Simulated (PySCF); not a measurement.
Potential energy of PrB along the bond

Set-up: PySCF, spin-free X2C with a Gaussian nucleus, basis sets Pr x2c-SVPall, B x2c-SVPall. Energies in eV from Pr (4f3 6s2) + B in their ground configurations at the same level. All curves are PBE0. state 1: septet, about 2.5 electrons in the 4f shell (Mulliken), real f orbitals that mix terms; state 2: septet, about 2.8 electrons in the 4f shell (Mulliken), real f orbitals that mix terms, a second solution, started from another occupation; state 3: Ms = 2 determinant of mixed spin, about 2.3 electrons in the 4f shell (Mulliken), real f orbitals that mix terms, a second solution, started from another occupation.

```json
{"R (Å)": "1.951", "state 1": "-1.366", "state 2": "-0.690", "state 3": "-1.094"}
{"R (Å)": "2.042", "state 1": "-1.824", "state 2": "-1.187", "state 3": "-1.497"}
{"R (Å)": "2.133", "state 1": "-2.094", "state 2": "-1.531", "state 3": "-1.738"}
{"R (Å)": "2.201", "state 1": "-2.211", "state 2": "-1.710", "state 3": "-1.835"}
{"R (Å)": "2.269", "state 1": "-2.268", "state 2": "-1.833", "state 3": "-1.878"}
{"R (Å)": "2.337", "state 1": "-2.276", "state 2": "-1.906", "state 3": "-1.884"}
{"R (Å)": "2.428", "state 1": "-2.226", "state 2": "-1.934", "state 3": "-1.850"}
{"R (Å)": "2.541", "state 1": "-2.093", "state 2": "-1.882", "state 3": "-1.760"}
{"R (Å)": "2.677", "state 1": "-1.868", "state 2": "-1.730", "state 3": "-1.614"}
{"R (Å)": "2.859", "state 1": "-1.519", "state 2": "-1.440", "state 3": "-1.398"}
```

Question: Put a parabola through the three lowest points of the state 1 curve and estimate Re, k and ωe (reduced mass 10.21 u; 1 eV/Å² = 0.16022 mdyn/Å; ωe = 1302.8·√(k/μ) cm⁻¹).

Answer: Through R = 2.269, 2.337, 2.428 Å the second-order coefficient is 4.20 eV/Å², so Re ≈ 2.317 Å, k ≈ 1.34 mdyn/Å and ωe ≈ 473 cm⁻¹. A polynomial fit of higher order to the unrounded PBE0 energies gives Re = 2.315 Å, k = 1.47 mdyn/Å, ωe = 495 cm⁻¹; anharmonicity and rounding make the difference.

The higher-order fit for each curve: state 1: Re = 2.315 Å, ωe = 495 cm⁻¹, De = 2.28 eV; state 2: Re = 2.419 Å, ωe = 457 cm⁻¹, minimum 1.93 eV below the ground-state fragments; state 3: Re = 2.315 Å, ωe = 422 cm⁻¹, minimum 1.89 eV below the ground-state fragments.

Spin–orbit coupling is left out, which matters for elements this heavy, above all for dissociation energies. The state is the lowest single determinant that the PBE0 search found; with open d or f shells the true ground state can be another one.
